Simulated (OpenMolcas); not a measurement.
**Rh3+: ligand-field states by method**

Rh3+ with 4 ligands (chloride) in tetrahedral coordination (Td) at 2.29 Å. A charge of +0.25 e stands 2.4 Å behind each ligand. Ligand basis ANO-RCC-VDZP.

- Program: OpenMolcas
- Basis: ANO-RCC-VDZP [6s5p3d1f]
- Scalar Hamiltonian: DKH2, point nucleus
- Active space: 6 electrons in 5 orbitals (4d)
- State averaging: 2S+1 = 5 even, 5 roots; 2S+1 = 3 even, 45 roots; 2S+1 = 1 even, 50 roots
- Spin-orbit coupling: state interaction with AMFI integrals over the reference wave functions

I. CASSCF
II. SS-CASPT2, IPEA 0.25 Eh, imaginary shift 0.1 Eh (closed shells correlated: 4s 4p and the ligand valence shells)
III. SS-CASPT2, IPEA 0.25 Eh, imaginary shift 0.1 Eh (closed shells correlated: the ligand valence shells only)

Spin-free states (labels of Td) in cm-1, each column counted from its own energy of the first state listed:

| State | Degeneracy | I | II | III |
| --- | --- | --- | --- | --- |
| 5E | 2 | 0 | 0 | 0 |
| 3T1 | 3 | 6926 | -890 | -540 |
| 5T2 | 3 | 7867 | 9080 | 9210 |
| 1E | 2 | 13081 | 1290 | 2290 |
| 2S+1 = 3 | 3 | 13376 | 3660 | 4510 |

II puts a state of multiplicity 3 lowest, 890 cm-1 below that state. III puts a state of multiplicity 3 lowest, 540 cm-1 below that state.

From I to II, I's first state of the same spin (5T2) moves from 7867 to 9080 cm-1, by about +1200 cm-1.

From I to II, I's first state of another spin (3T1) moves from 6926 to -890 cm-1, by about -7800 cm-1.

χT at 300 K: I 3.27, II 1.57, III 1.74 cm3 K/mol.

Roots that are degenerate in the reference are averaged as groups; the widest CASPT2 spread within a group is 1400 cm-1 (the 3-fold group of multiplicity 1 near 37000 cm-1 above the lowest state of its run, II). Shifts and gaps below about the spread of the groups concerned are not significant. Over all roots computed the reference weight is 0.64 to 0.70 in II, 0.66 to 0.72 in III; the roots of lowest weight are the least certain, and an intruder state may touch them. The least metal-like active orbital is 75 % on the metal (Löwdin) and no ligand orbital is active, so the numbers are rough. Ligand-to-metal charge-transfer states are missing. With no ligand orbital active B as a rule stays too high, so bands that hang on it stand too high and its fall with covalency is understated. Spin-orbit coupling mixes the spin-free states strongly: the lowest level takes only 68 % from its leading state, 3T1 (figures for II; the like holds for III). An orbital doublet at a regular site is open to a Jahn-Teller distortion, which this geometry leaves out (holds for I). Without dynamic correlation the repulsion within the d shell is too large (B by tens of per cent), so at a given field states of lower spin stand too high (holds for I). With metal d orbitals alone the field can be off either way by tens of per cent (holds for I). This shell can be high or low spin here, a state of another spin lies low, and with metal d orbitals alone active their balance is uncertain, so the ground spin may be wrong, although the usual error favours high spin (holds for II; III). With one d shell and no ligand orbital active, 10Dq can be off by a tenth or more (holds for II; III). No measured value stands beside these numbers; the geometry is a model, was not optimised and need not be the one that this ion takes.

A state without a sure symmetry label is named by its multiplicity alone.
